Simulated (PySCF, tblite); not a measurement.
Isomers of C4H11FO2Si. Method: GFN2-xTB as coded in tblite; computed harmonic values from a numerical Hessian at the method's own geometry, unscaled. This tight-binding method is rough: wavenumbers can miss measured ones by several per cent, in bad cases by 10 to 20. Modes of hydrogen on silicon can be 10 to 20 % off. One conformer each.

Electronic energies: PBE0/pcSseg-1 single points on the GFN2-xTB geometries (PySCF, gas phase).

```csv
SMILES,"electronic energy, lowest = 0 (kJ/mol)"
C[Si@H](O)CCOCF,129.1
C[C@H](CO)O[SiH2]CF,225.9
CC(C)[Si](O)(O)CF,0.0
```

Task: How do GFN2-xTB zero-point energies change the relative energies?

Result: 
| SMILES | ZPE (kJ/mol) | of it from modes above 1550 cm⁻¹ | electronic (kJ/mol) | with ZPE, lowest = 0 (kJ/mol) | lowest mode (cm⁻¹) | rings |
| --- | --- | --- | --- | --- | --- | --- |
| CC(C)[Si](O)(O)CF | 394.0 | 205.6 | 0.0 | 0.0 | 21 | 0 |
| C[Si@H](O)CCOCF | 386.9 | 195.4 | 129.1 | 122.0 | 27 | 0 |
| C[C@H](CO)O[SiH2]CF | 386.3 | 190.6 | 225.9 | 218.2 | 50 | 0 |

The zero-point energies span 7.7 kJ/mol, from `C[C@H](CO)O[SiH2]CF` to `CC(C)[Si](O)(O)CF`. The order is unchanged.

Task: And how do the electronic energies of GFN2-xTB itself compare?

Result: `CC(C)[Si](O)(O)CF` 0.0; `C[Si@H](O)CCOCF` 117.1; `C[C@H](CO)O[SiH2]CF` 96.3 kJ/mol, lowest = 0. Against the energies above, taken from the same isomer `CC(C)[Si](O)(O)CF`, the largest difference is 129.6 kJ/mol.
